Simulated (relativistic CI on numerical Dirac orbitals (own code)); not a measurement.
# Level scheme of Ba3+

Computed by Dirac-Coulomb-Breit CI, separate exchange-only KLI orbitals for each configuration, QED by a radiative potential, valence Slater integrals scaled by 0.85, configuration energies shifted to the measured levels that pair with them (semi-empirical) (own radial code, finite nucleus).

Configuration list (outside the closed core [Kr]): 4d10 5s2 5p5, 4d9 5s2 5p6, 4d10 5s 5p6, 4d10 5s2 5p4 5d, 4d10 5s2 5p3 5d2, 4d10 5s2 5p3 4f2, 4d10 5s2 5p4 5f, 4d10 5s2 5p4 4f, 4d10 5s 5p5 5d, 4d10 5s2 5p4 6s, 4d10 5s2 5p4 6p, 4d10 5s2 5p3 4f 5d, 4d10 5s 5p5 5f, 4d10 5s2 5p4 6d, 4d10 5s2 5p3 5f2, 4d10 5s2 5p4 7s, 4d10 5s2 5p4 7p, 4d10 5p5 5d2, 4d10 5p5 4f2, 4d10 5s2 5p4 5g, 4d10 5s2 5p4 7d, 4d10 5s2 5p4 6f, 4d10 5s 5p5 4f, 4d10 5s 5p5 6p, 4d10 5s2 5p3 4f 5f, 4d10 5s 5p5 6s, 4d10 5s2 5p3 5d 5f, 4d10 5s 5p4 4f 5d, 4d10 5s 5p4 5d2, 4d10 5p6 5d. Levels of other configurations are missing.

| No. | Configuration | Term | J | E (cm⁻¹) | % | Next component (%) | Landé g |
| --- | --- | --- | --- | --- | --- | --- | --- |
| 41 | 4d10 5s2 5p4 4f‡ | 4D° | 7/2 | 186044.1 | 52 | 16 2F° | 1.244 |
| 42 | 4d10 5s2 5p4 6s‡ | 4P | 5/2 | 187339.6 | 85 | 12 2D | 1.549 |
| 43 | 4d10 5s2 5p4 4f‡ | 2G° | 7/2 | 187585.5 | 61 | 32 2F° | 0.976 |
| 44 | 4d10 5s2 5p4 4f‡ | 2H° | 9/2 | 187626.2 | 69 | 22 2G° | 0.970 |
| 45 | 4d10 5s2 5p4 4f‡ | 2H° | 11/2 | 188058.7 | 76 | 20 4G° | 1.129 |
| 46 | 4d10 5s2 5p4 4f‡ | 2P° | 3/2 | 188397.0 | 65 | 23 4D° | 1.254 |
| 47 | 4d10 5s2 5p4 4f‡ | 2P° | 1/2 | 188500.9 | 71 | 24 4D° | 0.494 |
| 48 | 4d10 5s2 5p4 6s‡ | 2P | 3/2 | 190570.4 | 57 | 22 4P | 1.331 |
| 49 | 4d10 5s2 5p4 4f‡ | 2F° | 7/2 | 192915.9 | 79 | 5 4F° | 1.130 |
| 50 | 4d10 5s2 5p4 5d | 2D | 3/2 | 194085.2 | 65 | 16 2P | 0.881 |
| 51 | 4d10 5s2 5p4 4f‡ | 2D° | 5/2 | 195839.0 | 71 | 13 2F° | 1.133 |
| 52 | 4d10 5s2 5p4 4f‡ | 2G° | 7/2 | 196703.2 | 73 | 20 2F° | 0.947 |
| 53 | 4d10 5s2 5p4 4f‡ | 2G° | 9/2 | 197524.7 | 89 | 4 4G° | 1.115 |
| 54 | 4d10 5s2 5p4 6s‡ | 4P | 1/2 | 199098.0 | 64 | 26 2S | 2.344 |
| 55 | 4d10 5s2 5p4 4f‡ | 2F° | 5/2 | 200338.8 | 88 | 6 2D° | 0.879 |
| 56 | 4d10 5s2 5p4 5d | 2D | 5/2 | 200507.6 | 83 | 6 2F | 1.185 |
| 57 | 4d10 5s2 5p4 4f‡ | 2D° | 3/2 | 200850.5 | 90 | 3 2P° | 0.824 |
| 58 | 4d10 5s2 5p4 5d | 2P | 3/2 | 201097.0 | 60 | 27 2D | 1.200 |
| 59 | 4d10 5s2 5p4 5d | 2S | 1/2 | 202908.2 | 43 | 26 2P | 1.658 |
| 60 | 4d10 5s2 5p4 6s‡ | 4P | 3/2 | 204140.2 | 70 | 24 2P | 1.604 |
| 61 | 4d10 5s2 5p4 5d | 2D | 5/2 | 204400.3 | 75 | 7 2F | 1.191 |
| 62 | 4d10 5s2 5p4 6s‡ | 2P | 1/2 | 206211.6 | 62 | 17 4d10 5s2 5p4 5d 2P | 1.023 |
| 63 | 4d10 5s2 5p4 5d | 2P | 1/2 | 211008.2 | 49 | 19 4d10 5s2 5p4 6s 2P | 1.037 |
| 64 | 4d10 5s2 5p4 6s‡ | 2D | 5/2 | 214218.9 | 85 | 12 4P | 1.250 |
| 65 | 4d10 5s2 5p4 6s‡ | 2D | 3/2 | 214771.9 | 81 | 16 2P | 0.898 |
| 66 | 4d10 5s2 5p4 6p‡ | 4P° | 3/2 | 218776.1 | 53 | 21 2P° | 1.592 |
| 67 | 4d10 5s2 5p4 5d | 2D | 3/2 | 219491.7 | 76 | 13 2P | 0.869 |
| 68 | 4d10 5s2 5p4 6p‡ | 4P° | 5/2 | 219816.5 | 55 | 28 4D° | 1.458 |
| 69 | 4d10 5s2 5p4 4f‡ | 2F° | 7/2 | 222638.1 | 80 | 6 2G° | 1.141 |
| 70 | 4d10 5s2 5p4 6p‡ | 2P° | 1/2 | 222783.6 | 57 | 26 4P° | 1.405 |
| 71 | 4d10 5s2 5p4 4f‡ | 2F° | 5/2 | 223307.8 | 68 | 9 4d10 5s2 5p4 6p 2D° | 0.926 |
| 72 | 4d10 5s2 5p4 6p‡ | 2D° | 5/2 | 223814.0 | 51 | 18 4P° | 1.196 |
| 73 | 4d10 5s2 5p4 6p‡ | 4D° | 7/2 | 224356.3 | 84 | 15 2F° | 1.385 |
| 74 | 4d10 5s2 5p4 6p‡ | 2P° | 3/2 | 230056.7 | 40 | 25 2D° | 1.351 |
| 75 | 4d10 5s2 5p4 6p‡ | 4D° | 1/2 | 232502.6 | 58 | 26 2P° | 0.473 |
| 76 | 4d10 5s2 5p4 6p‡ | 4P° | 1/2 | 234861.0 | 67 | 15 2P° | 2.188 |
| 77 | 4d10 5s2 5p4 6p‡ | 4D° | 3/2 | 235642.7 | 64 | 22 2P° | 1.295 |
| 78 | 4d10 5s2 5p4 6p‡ | 2P° | 3/2 | 238625.9 | 45 | 16 4P° | 1.395 |
| 79 | 4d10 5s2 5p4 6p‡ | 4D° | 5/2 | 240035.4 | 60 | 21 2D° | 1.375 |
| 80 | 4d10 5s2 5p4 6s‡ | 2S | 1/2 | 240109.2 | 70 | 17 4P | 1.965 |
| 81 | 4d10 5s2 5p4 6p‡ | 2D° | 3/2 | 242297.9 | 55 | 24 4S° | 1.243 |
| 82 | 4d10 5s2 5p4 6p‡ | 2S° | 1/2 | 242330.5 | 48 | 24 2P° | 1.228 |
| 83 | 4d10 5s2 5p4 6p‡ | 2F° | 5/2 | 246053.8 | 76 | 18 2D° | 0.946 |
| 84 | 4d10 5s2 5p4 6p‡ | 2P° | 3/2 | 247762.3 | 73 | 18 4S° | 1.450 |
| 85 | 4d10 5s2 5p4 6p‡ | 2F° | 7/2 | 249310.1 | 84 | 15 4D° | 1.186 |
| 86 | 4d10 5s2 5p4 6p‡ | 2D° | 3/2 | 251930.2 | 84 | 13 2P° | 0.881 |
| 87 | 4d10 5s2 5p4 6p‡ | 2D° | 5/2 | 252806.9 | 87 | 6 2F° | 1.201 |
| 88 | 4d10 5s2 5p4 6p‡ | 2P° | 1/2 | 254771.6 | 94 | 3 2S° | 0.701 |
| 89 | 4d10 5s2 5p4 6d‡ | 4D | 5/2 | 268858.5 | 59 | 12 4P | 1.316 |
| 90 | 4d10 5s2 5p4 6d‡ | 4D | 7/2 | 269045.7 | 62 | 25 4F | 1.345 |
| 91 | 4d10 5s2 5p4 6d‡ | 4D | 3/2 | 269153.5 | 46 | 27 4P | 1.278 |
| 92 | 4d10 5s2 5p4 6d‡ | 4P | 1/2 | 269873.5 | 37 | 34 2P | 1.242 |
| 93 | 4d10 5s2 5p4 6d‡ | 4F | 9/2 | 270365.2 | 84 | 15 2G | 1.300 |
| 94 | 4d10 5s2 5p4 6d‡ | 2F | 7/2 | 270803.7 | 65 | 16 4F | 1.125 |
| 95 | 4d10 5s 5p5 5d‡ | 4P° | 1/2 | 270851.5 | 77 | 20 4d10 5s2 5p3 5d2 4P° | 2.625 |
| 96 | 4d10 5s 5p5 5d‡ | 4P° | 3/2 | 272699.3 | 72 | 20 4d10 5s2 5p3 5d2 4P° | 1.699 |
| 97 | 4d10 5s2 5p4 6d‡ | 4P | 1/2 | 272791.0 | 41 | 40 2P | 1.662 |
| 98 | 4d10 5s2 5p4 6p‡ | 2P° | 1/2 | 273799.5 | 76 | 14 4D° | 0.670 |
| 99 | 4d10 5s2 5p4 6d‡ | 2D | 3/2 | 274316.0 | 40 | 32 4P | 1.233 |
| 100 | 4d10 5s2 5p4 6d‡ | 2D | 5/2 | 274866.0 | 35 | 30 2F | 1.179 |
| 101 | 4d10 5s2 5p4 7s‡ | 4P | 5/2 | 275821.4 | 81 | 13 2D | 1.520 |
| 102 | 4d10 5s2 5p4 6p‡ | 2P° | 3/2 | 276068.6 | 70 | 8 2D° | 1.328 |
| 103 | 4d10 5s 5p5 5d‡ | 4P° | 5/2 | 276246.5 | 60 | 18 4d10 5s2 5p3 5d2 4P° | 1.538 |
| 104 | 4d10 5s2 5p4 7s‡ | 2P | 3/2 | 277066.3 | 67 | 17 4P | 1.320 |
| 105 | 4d10 5s2 5p4 5f‡ | 4F° | 9/2 | 277202.7 | 52 | 17 4d10 5s 5p5 5d 4F° | 1.283 |
| 106 | 4d10 5s2 5p4 5f‡ | 4F° | 7/2 | 277327.8 | 54 | 12 4d10 5s 5p5 5d 4F° | 1.219 |
| 107 | 4d10 5s2 5p4 5f‡ | 4F° | 5/2 | 277884.4 | 44 | 18 2F° | 1.069 |
| 108 | 4d10 5s2 5p4 5f‡ | 4F° | 3/2 | 278587.6 | 35 | 31 2D° | 0.748 |
| 109 | 4d10 5s2 5p4 5f‡ | 2F° | 7/2 | 279166.8 | 61 | 23 2G° | 1.091 |
| 110 | 4d10 5s2 5p4 5f‡ | 4G° | 11/2 | 279526.0 | 81 | 17 2H° | 1.242 |

Energies count from the lowest computed level; ° marks odd parity. ‡ marks configurations that were not tied to measured data.

The mean weight of the leading LS term, summed over parents, in these 70 levels is 66 %, and that of the leading jj configuration (from the same eigenvectors) 74 %.

Configurations whose levels could be paired with our table of measured levels were shifted onto them, all but the ground configuration, by the median error of their levels; single terms can still be off by 1,000 to 2,000 cm⁻¹ or more, and rates follow the energies as ν³ (E1, M1) or ν⁵ (E2). The others borrow a shift and can be off by several thousand cm⁻¹ or more. The fine structure of a lone outer electron comes out too small, for d and f at times inverted, and misplaced configurations move strength between like terms. 8 of the 25 excited levels that our extract of the measured tables holds in this range could be paired (the sources list more); they are missed by 162 cm⁻¹ on average and 502 at most, after the shifts were fitted to these levels, and levels without a partner can miss by more.

LS names give the leading component of a level, which can be under half, so a name can repeat, a term be missing and a line seem to break the LS rules.
